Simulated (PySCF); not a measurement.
# Two-component Hartree-Fock for Ru⁺ (ruthenium, charge +1)

Start: [Kr] 4d6 5p1; 4d3/2 filled at m_j = +3/2; 4d5/2 filled at m_j = -3/2, -1/2, +1/2, +3/2, +5/2; 5p3/2 filled at m_j = +3/2. Calculated with PySCF 2.14 in x2c-TZVPall-2c (8s9p7d1f, 77 functions): generalised Hartree-Fock with the X2C-1e Hamiltonian and a Gaussian nucleus; one run each with spin-orbit coupling (SO) switched off, then screened by Boettger's factors. This is a chosen level, not necessarily the ground level.

| spinor shell | electrons | ε, spin-free (eV) | ε, screened SO (eV) | weight of nominal j (screened SO) | rms radius, screened SO (bohr) |
| --- | --- | --- | --- | --- | --- |
| 1s1/2 | 2 | -22247.8 | -22246.4 | 1.000 | 0.0384 |
| 2s1/2 | 2 | -3289.6 | -3289.2 | 1.000 | 0.158 |
| 2p1/2 | 2 | -2940.8 | -3031.4 | 1.000 | 0.137 |
| 2p3/2 | 4 | -2940.8 | -2898.6 | 1.000 | 0.142 |
| 3s1/2 | 2 | -624.24 | -624.14 | 1.000 | 0.428 |
| 3p1/2 | 2 | -506.61 | -522.59 | 1.000 | 0.425 |
| 3p3/2 | 4 | -506.61 | -499.14 | 1.000 | 0.436 |
| 3d3/2 | 4 | -317.49 | -320.40 | 0.978 | 0.416 |
| 3d5/2 | 6 | -317.49 | -315.47 | 0.985 | 0.420 |
| 4s1/2 | 2 | -106.46 | -106.46 | 1.000 | 1.09 |
| 4p1/2 | 2 | -70.944 | -76.498 | 0.715 | 1.20 |
| 4p3/2 | 4 | -70.944 | -68.279 | 0.858 | 1.21 |
| 4d5/2 | 5 | -23.779 | -24.511 | 0.563 | 1.66 |
| 4d3/2 | 1 | -23.779 | -20.419 | 0.767 | 1.70 |
| 5p3/2 | 1 | -9.821 | -9.750 | 1.000 | 4.28 |

```
   quantity    spin-free  screened SO
E (hartree)  -4527.24609  -4527.89132
        M_J         11/2         11/2
       ⟨J²⟩       35.761       35.764
       ⟨L²⟩       12.010       12.096
       ⟨S²⟩        8.751        8.715
```

Each row is a mean over spinors that exchange with the open shell spreads, by up to 9.311 eV (4p3/2).

Rows whose weight is well below 1 are mixtures of j = l ± 1/2: exchange outweighs spin-orbit coupling there, and the label is only the starting occupation.

Breit and QED terms are absent; they matter most for the inner s and p1/2 levels.

Densities and radii are taken from the X2C orbitals without a picture-change correction, which distorts them close to the nucleus.

Without spin-orbit coupling the j labels of p, d and f shells carry no meaning; the spin-free column gives the mean over the occupied spinors of each nl shell.
